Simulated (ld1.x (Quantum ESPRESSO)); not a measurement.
# Configuration tests for P (Z = 15) (PAW)

| Property | Result |
| --- | --- |
| Element | phosphorus |
| Generator | ld1.x (Quantum ESPRESSO) 7.5 |
| Type | PAW |
| Functional | PBE |
| Relativity | scalar-relativistic |
| Frozen core | [Ne] |
| Valence charge | 5 |
| Reference configuration | 3s2 3p2.5 (charge +0.5) |
| Partial waves | 3s (bound): rcut 1.25, rcutus 1.55 bohr; 3s channel at 0.2 Ry: rcut 1.25, rcutus 1.55 bohr; 3p (bound): rcut 1.25, rcutus 1.70 bohr; 3p channel at 0.1 Ry: rcut 1.25, rcutus 1.70 bohr |
| Local potential | all-electron potential smoothed inside 1.65 bohr (lloc = -1) |
| Core correction | Bessel-smoothed model core inside 1.10 bohr |
| Augmentation charge | PSQ, inside the norm-conserving radii |

Energies are relative to the spin-unpolarised reference configuration 3s2 3p2.5; without spin polarisation the order of configurations can differ from experiment. The frozen-core shift is the all-electron ΔE with the core orbitals held at their reference shape minus the fully relaxed ΔE.

```tsv
valence configuration	charge	ΔE all-electron (eV)	error AE − PS (meV)	frozen-core shift (meV)
3s2 3p3	0	-3.775	+0.2	0.0
3s2 3p2	+1	5.955	-0.6	+0.5
3s2 3p1	+2	25.102	-7.1	+7.4
3s2 3p0	+3	54.841	-35	+36
3s1 3p3	+1	15.075	-1.8	+1.8
```

Task: What are ΔE and the potential's error for 3s2 3p3.3?

Result: ΔE = -5.082 eV all-electron; the error (AE − PS) is +0.2 meV.

Task: What are ΔE and the potential's error for 3s1 3p0?

Result: ΔE = 106.846 eV all-electron; the error (AE − PS) is -125 meV.
